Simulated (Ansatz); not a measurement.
A run on `F[Si](F)(S)[GeH3]` with other settings.

```yaml
crystal:
  periodic: [false, false, false]
  atoms:
    - {symbol: F, position_ang: [1.037242, -1.764004, -1.233742]}
    - {symbol: Si, position_ang: [0.775720, -0.290781, -0.358333]}
    - {symbol: F, position_ang: [2.060976, -0.194493, 0.576766]}
    - {symbol: S, position_ang: [0.875635, 1.079444, -2.198550]}
    - {symbol: Ge, position_ang: [-1.251896, -0.173831, 0.942987]}
    - {symbol: H, position_ang: [0.627758, 1.928657, -1.478507]}
    - {symbol: H, position_ang: [-2.315624, -0.660839, 0.140775]}
    - {symbol: H, position_ang: [-1.373395, 1.176661, 1.317846]}
    - {symbol: H, position_ang: [-1.065599, -1.028442, 2.160950]}
basis:
  gaussian: {orbitals: "6-31G*", final_grid: {core_spheres: 5, valence_spheres: 4, degree: 11}}
hamiltonian: {xc: {name: B97M-V}}
output: {forces: true}
```

```sh
$ ansatz run in.yaml --threads 4 --pin off --events-out ev --progress --plain --max-ram 10444MiB
```

Shortened log:

```
Functional definition: B97M-V
1211 factors; their error is unknown
mean field evaluation 1: about -80703.4891 eV, gradient 4.4e1 eV
mean field evaluation 2: about -80696.6735 eV, gradient 7.8e1 eV
mean field evaluation 4: about -80706.6186 eV, gradient 3.0e0 eV
mean field evaluation 8: about -80706.6421 eV, gradient 1.5e-1 eV
mean field evaluation 16: about -80706.5756 eV, gradient 4.7e-4 eV
mean field -80706.57561968 eV, -2965.9119491414 hartree, gradient 3.0e-5 eV, S^2 0.000000; 0 other end points of the search recorded, 0 dependent functions left out
reference -80706.57566680 eV, -2965.9119508730 hartree; 42, 42 occupied and 69, 69 virtual orbitals, 1211 factors
Total energy: -80706.57566680 eV, -2965.9119508730 hartree
Atom 0 at     1.037242    -1.764004    -1.233742 Å, force    -0.738098     2.508093     1.875051 eV/Å
Atom 1 at     0.775720    -0.290781    -0.358333 Å, force     0.708102    -2.280962    -3.809926 eV/Å
Atom 2 at     2.060976    -0.194493     0.576766 Å, force    -0.048683     0.259179     0.203471 eV/Å
Atom 3 at     0.875635     1.079444    -2.198550 Å, force     1.819464    -8.350027    -3.724922 eV/Å
Atom 4 at    -1.251896    -0.173831     0.942987 Å, force     2.670203    -1.651342    -0.131503 eV/Å
Atom 5 at     0.627758     1.928657    -1.478507 Å, force    -2.091810     7.834651     5.683701 eV/Å
Atom 6 at    -2.315624    -0.660839     0.140775 Å, force    -1.940152    -0.768085    -1.384354 eV/Å
Atom 7 at    -1.373395     1.176661     1.317846 Å, force    -0.403005     2.779292     0.732418 eV/Å
Atom 8 at    -1.065599    -1.028442     2.160950 Å, force     0.023979    -0.330800     0.556065 eV/Å
Dipole moment:    -0.553943     0.321621     0.540190 e Å
```

It took 2.8 s on 4 threads of an Arm Neoverse V2 on a shared host, with 0.16 GiB of host memory at the peak.
